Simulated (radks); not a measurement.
The numbers below are computed, except where a source is named.
Question: Ba, configuration [Xe] 5d2 (not the ground configuration). Code: a radial shooting solver on a logarithmic mesh with Libxc functionals. Model: scalar-relativistic Kohn-Sham, r2SCAN, spin-polarised, spherical densities, finite nucleus; open shells are filled with parallel spins first (spin-orbit coupling, left out, can overturn this in heavy ions); meta-GGA in the generalised Kohn-Sham scheme; Fermi nuclear charge, rms radius 4.8378 fm. Some entries of the table are withheld. Estimate them.

orbital,occ.,eigenvalue (eV),<1/r> (bohr^-1),r(max) (bohr)
1s down,1,-37318.17,60.69,0.01642
1s up,1,-37318.16,60.69,0.01642
2s up,1,-5915.048,13.97,0.09283
2s down,1,-5915.007,13.97,0.09283
2p up,3,-5300.695,13.27,0.07464
2p down,3,-5300.670,13.27,0.07464
3s up,1,-1253.899,5.059,0.2659
3s down,1,-1253.894,5.059,0.2659
3p up,3,-1055.755,4.792,0.2603
3p down,3,-1055.748,4.792,0.2603
3d up,5,-768.3038,4.534,0.2154
3d down,5,-768.2809,4.534,0.2154
4s up,1,-246.9665,2.078,0.6252
4s down,1,-246.9201,2.077,0.6252
4p up,3,-182.6824,1.915,0.6536
4p down,3,-182.6424,1.915,0.6536
4d up,5,(1),1.653,0.6950
4d down,5,(2),1.652,0.6951
5s up,1,-32.4795,0.7893,1.481
5s down,1,-32.1890,0.7954,1.477
5p up,3,-17.5013,0.6625,1.688
5p down,3,-16.9245,0.6736,1.675
5d up,2,-1.0776,0.3271,2.647

Answer: 
(1) 4d up eigenvalue (eV): -89.0241
(2) 4d down eigenvalue (eV): -88.9882
